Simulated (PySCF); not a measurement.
A calculated (r2SCAN, PySCF 2.14, def2-TZVP, no relativity, point nucleus) atom or ion has these occupied shells.

```tsv
shell	electrons	orbital energy (eV)	rms radius, mean of both spins (bohr)
1s α	1	-10869.4	0.0554
1s β	1	-10869.3	0.0554
2s α	1	-1383.8	0.232
2s β	1	-1383.8	0.232
2p α	3	-1233.9	0.205
2p β	3	-1233.9	0.205
3s α	1	-201.92	0.680
3s β	1	-201.82	0.680
3p α	3	-151.60	0.704
3p β	3	-151.48	0.704
3d α	5	-64.675	0.808
3d β	5	-64.401	0.808
4s α	1	-40.901	2.00
```

Q: Name the element and its charge.

A: Ge³⁺ (germanium, charge +3), in [Ar] 3d10 4s1, 2S determinant.
